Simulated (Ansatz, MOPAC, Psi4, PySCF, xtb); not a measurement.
Dimer: NH3 (SMILES N) (first 4 atoms) with CHN (SMILES C#N); geometry from B3LYP-D3(BJ)/def2-TZVP, rigid monomers moved along the line of their centres of mass till N1···H7 is 2.38 Å.
(charge 0, multiplicity 1):
```xyz
7

N     -0.314     0.026     0.013
H     -1.188     0.437    -0.299
H      0.436     0.589    -0.373
H     -0.247    -0.894    -0.409
C     -0.140    -0.132     3.474
N     -0.084    -0.182     4.619
H     -0.194    -0.083     2.390
```

Interaction energies are E(AB) − E(A) − E(B) at the monomers' geometry in the complex; basis-set methods are counterpoise corrected.

Cores are frozen in the correlated methods. CBS(a, b) extrapolates the correlation energy as X⁻³ and adds the Hartree–Fock energy of set b. Rows in 6-31G* carry no dispersion term and start afresh at each structure (6-31G* with six Cartesian d functions). MP2/6-31G* freezes PySCF's default core. The state that PM3 reach isn't checked.

Programs: Ansatz (an electronic-structure program) with Gaussian orbitals; MOPAC for PM3 (differences of heats of formation); Psi4 for SAPT; PySCF for 6-31G* rows, the dispersion terms; xtb for the GFN methods. Each number belongs to the level named beside it.

```
level                                  interaction energy (kcal/mol)
-------------------------------------  -----------------------------
PM3                                                            -2.57
GFN1-xTB                                                       -3.21
HF/aug-cc-pVDZ                                                 -5.56
PBE-D3(BJ)/def2-TZVPPD                                         -6.47
PBE0-D4/def2-TZVPPD                                            -6.52
MP2/6-31G*                                                     -6.94
MP2/aug-cc-pVTZ                                                -5.93
CCSD(T)/CBS(aug-cc-pVDZ, aug-cc-pVTZ)                          -6.05
SAPT0/jun-cc-pV(D+d)Z                                              …
```

Task: Fill in the missing entries.

Result: 
- SAPT0/jun-cc-pV(D+d)Z, interaction energy (kcal/mol): -6.69
